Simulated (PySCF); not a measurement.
Compound: C2H15NSi4.
Numbering: `[CH3:1][N:2]([CH3:3])[SiH2:4][SiH:5]([SiH3:6])[SiH3:7]` (hydrogens: H8, H9, H10 on C1; H11, H12, H13 on C3; H14, H15 on Si4; H16 on Si5; H17, H18, H19 on Si6; H20, H21, H22 on Si7)

Level of theory: core-valence-separated Tamm–Dancoff BHandHLYP/aug-pcX-1 (pcseg-1 on H, def2-SVPD on Si) in PySCF, non-relativistic, gas phase, PBE0-D3(BJ)/def2-SVP geometry. Absolute energies from this functional tend to lie a few eV below measured edges; no shift was applied.

List the nitrogen K-edge absorption lines.

```tsv
E (eV)	f	core hole on	main final orbital
399.54	0.0109	N2	LUMO (72 %)
400.56	0.0049	N2	LUMO+2 (34 %)
400.75	0.0061	N2	LUMO+1 (56 %)
400.79	0.0023	N2	LUMO+2 (45 %)
401.14	0.0063	N2	LUMO+3 (31 %)
401.24	0.0065	N2	LUMO+4 (48 %)
401.43	0.0064	N2	spread
```

The first line with a tenth or more of the strongest one's intensity is at 399.54 eV (f = 0.011), with the hole on N2 (silicon-bound nitrogen). It is also the strongest listed.

List the carbon K-edge absorption lines.

```
E (eV)       f  core hole on                 main final orbital
286.14  0.0277         C1/C3           LUMO (2 roots, f summed)
286.67  0.0244            C3                             spread
286.74  0.0156            C1                             spread
286.99  0.0423         C1/C3         spread (2 roots, f summed)
287.05  0.0604         C1/C3         spread (2 roots, f summed)
287.68  0.0047         C1/C3  LUMO+1/LUMO+2 (2 roots, f summed)
287.71  0.0011            C3                      LUMO+4 (37 %)
```

The first line with a tenth or more of the strongest one's intensity is at 286.14 eV (f = 0.028, sum of 2), with the hole on C1/C3 (N-methyl carbon). The strongest listed is at 287.05 eV (f = 0.060, sum of 2; C1/C3).

Roots within 0.03 eV whose holes lie on the same, on equivalent or on shared atoms are summed into one line, and the highest roots are left out, as the search may have cut off their partners. Final orbitals are the ground state's empty Kohn–Sham orbitals.

What is the summed oscillator strength of the listed N K lines, and their intensity-weighted mean energy?

Σf = 0.043 over 7 lines from 399.54 to 401.43 eV; the weighted mean is 400.66 eV. The strongest line holds 25 % of the sum.

The list ends where the root search ended, not at a threshold.

Conformer computed: `[CH3:1][N:2]([CH3:3])[SiH2:4][SiH:5]([SiH3:6])[SiH3:7]`: C1–N2–Si4–Si5 -150°, N2–Si4–Si5–Si6 40°.

One conformer stands for the species.
